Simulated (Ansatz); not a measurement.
`CBN[SiH3]`. The species carries charge 0 and has multiplicity 1. Geometry: relaxed with PBE0-D4/def2-TZVP. It is one conformer, not always the lowest.

```xyz
12

C     0.809    1.465   -0.075
B    -0.454    0.902    0.663
N    -0.888   -0.427    0.508
Si   -0.161   -1.667   -0.478
H     0.524    2.322   -0.696
H     1.341    0.755   -0.714
H     1.524    1.859    0.655
H    -1.092    1.615    1.393
H    -1.713   -0.699    1.023
H    -0.149   -1.285   -1.914
H    -0.977   -2.896   -0.306
H     1.237   -1.946   -0.060
```

Q: What is the dipole moment at B3LYP/def2-TZVPP? (Best estimate.)

A: The calculation gave: 0.73 D, with components (-0.44, -0.58, 0.12) D in this frame, pointing from negative to positive charge.

Q: And with PBE, r2SCAN, ωB97M-V? (Estimate.)

A: The calculation gave: PBE 0.75 D, r2SCAN 0.69 D, ωB97M-V 0.73 D.

Q: Give the Mulliken charges with B3LYP, ωB97M-V, r2SCAN in def2-TZVPP. (Estimate.)

A: Computed: 
```
atom  B3LYP  ωB97M-V  r2SCAN
  C1  -0.32    -0.36   -0.25
  B2   0.01    -0.02    0.08
  N3  -0.22    -0.23   -0.26
 Si4   0.33     0.21    0.35
  H5   0.09     0.11    0.07
  H6   0.07     0.09    0.05
  H7   0.09     0.11    0.07
  H8   0.00     0.05   -0.03
  H9   0.15     0.12    0.16
 H10  -0.06    -0.03   -0.07
 H11  -0.08    -0.03   -0.08
 H12  -0.06    -0.03   -0.07
```

B3LYP here is the variant with VWN-RPA as its local correlation; programs differ in this.
